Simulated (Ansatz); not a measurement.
Ansatz (a first-principles code) input for Cl3H2NTi, SMILES [NH2][Ti]([Cl])([Cl])[Cl], multiplicity 1, PBE/def2-TZVPD. Coordinates come from a B3LYP-D3(BJ)/def2-SVP optimisation. The spin state was assumed, not searched. The isomer is the one that the SMILES or the coordinates give; other isomers of the formula were not compared. Other conformers were not sampled.

Ansatz 0.2 input:
```yaml
crystal:
  periodic: [false, false, false]
  atoms:
    - {symbol: Ti, position_ang: [0.19354368, 0.02842285, -0.00000000]}
    - {symbol: Cl, position_ang: [-0.49993645, 0.98924520, -1.83996877]}
    - {symbol: Cl, position_ang: [-0.49993645, 0.98924520, 1.83996877]}
    - {symbol: Cl, position_ang: [-0.38949687, -2.09264988, 0.00000000]}
    - {symbol: N, position_ang: [2.02394924, 0.14419784, -0.00000001]}
    - {symbol: H, position_ang: [2.59684026, 0.15301172, -0.84402374]}
    - {symbol: H, position_ang: [2.59684025, 0.15301172, 0.84402373]}
basis:
  gaussian:
    orbitals: def2-TZVPD
hamiltonian:
  xc: {name: PBE}
```

Program output:

```
WARN ansatz: RAYON_NUM_THREADS=2 ignored (pool sized by the plan → 2); use --threads N
Functional definition: PBE
integrals: 0.27 GiB planned
1547 factors; their error is unknown
mean field: 1.40 GiB planned
mean field evaluation 1: about -62176.8797 eV, gradient 8.6e1 eV
mean field evaluation 2: about -61980.5448 eV, gradient 2.0e2 eV
mean field evaluation 4: about -62168.2093 eV, gradient 1.1e2 eV
mean field evaluation 8: about -62191.7685 eV, gradient 2.4e-1 eV
mean field -62191.76861693 eV, -2285.5053415773 hartree, gradient 1.9e-5 eV, S^2 0.000000; 0 other end points of the search recorded, 0 dependent functions left out
reference -62191.76869697 eV, -2285.5053445189 hartree; 41, 41 occupied and 200, 200 virtual orbitals, 1547 factors
Total energy: -62191.76869697 eV, -2285.5053445189 hartree
```

The run converged.
